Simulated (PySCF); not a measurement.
# What a mistake does to a calculation on AlBHO2

All numbers below are calculated, not measured. They come from PySCF 2.14.0, an open-source quantum chemistry program, on an isolated molecule that a program drew, which may never have been made. The molecule is AlBHO2 (charge 0, doublet), drawn as the SMILES string `O=B[O][AlH]`.

Each row is a Hartree-Fock (HF) and frozen-core CCSD(T) single point in the cc-pV(D+d)Z basis, meant for a local HF minimum. Run 1 is clean. Each other run has one planted mistake out of seven kinds, and not every kind appears here: one electron removed, one electron added, multiplicity raised by two, geometry at a saddle point, minimal basis STO-3G, one bond length entered in bohr, all coordinates scaled. The reference is restricted for singlets and unrestricted otherwise, and also for a bond in bohr. Adding or removing an electron swaps singlet and doublet. Electrons count all cores. HOMO and LUMO are orbital energies over both spins, the gradient is its largest component, and the lowest frequency (negative if imaginary) is given only where the gradient is small. Bond lengths are over the 4 bonds as drawn. T1 is the CCSD diagnostic: over 0.02 (restricted) or 0.045 (unrestricted) a single reference is doubtful.

Geometry of the clean run:
```xyz
5
AlBHO2, angstrom
O     1.5247   -0.1896    3.3799
B     1.8885   -0.6661    2.3412
O     2.2838   -1.1804    1.2182
Al    2.2754   -2.0686   -0.2567
H     3.6374   -2.0042   -1.0637
```

| run | electrons | basis functions | <S^2> | HOMO (eV) | LUMO (eV) | gradient (hartree/bohr) | lowest frequency (cm^-1) | mean bond (Å) | longest bond (Å) | T1 | HF (hartree) | CCSD(T) (hartree) | mistake |
|---|---|---|---|---|---|---|---|---|---|---|---|---|---|
| 1 | 35 | 70 | 0.757 | -9.30 | 0.36 | 4.1e-06 | 62 | 1.4506 | 1.722 | 0.0190 | -417.04574 | -417.55020 | no fault |
| 2 | 35 | 70 | 0.828 | -9.67 | 0.21 | 7.0e-03 | - | 1.8030 | 2.994 | 0.0267 | -416.99261 | -417.49775 | one bond length entered in bohr |
| 3 | 36 | 70 | 0.000 | -0.96 | 6.23 | 5.2e-02 | - | 1.4506 | 1.722 | 0.0182 | -417.05472 | -417.58999 | one electron added |
| 4 | 35 | 70 | 3.751 | -7.20 | -3.59 | 7.7e-02 | - | 1.4506 | 1.722 | 0.0204 | -416.85381 | -417.32973 | multiplicity raised by two |
| 5 | 34 | 70 | 0.000 | -16.90 | -8.16 | 6.4e-02 | - | 1.4506 | 1.722 | 0.0257 | -416.72439 | -417.23491 | ? |
| 6 | 35 | 70 | 0.756 | -9.24 | 0.41 | 2.5e-02 | - | 1.4332 | 1.701 | 0.0184 | -417.04475 | -417.54665 | ? |

**Which mistake was planted in run 5, and what did it cost?**

It counts 34 electrons, one fewer than the clean run, at the same geometry and basis. So the mistake is: one electron removed. Subtracting run 1 and multiplying by 627.51 kcal/mol a hartree, the energy moved by 201.7 kcal/mol in HF and 197.8 kcal/mol in CCSD(T).

**Which mistake was planted in run 6, and what did it cost?**

The mean and the longest bond both change by the same factor, 0.988, and the gradient is no longer small. So the mistake is: all coordinates scaled. Subtracting run 1 and multiplying by 627.51 kcal/mol a hartree, the energy moved by 0.6 kcal/mol in HF and 2.2 kcal/mol in CCSD(T).

Cautions from the logs. Run 5: T1 is over the limit, so its CCSD(T) energy is less reliable.
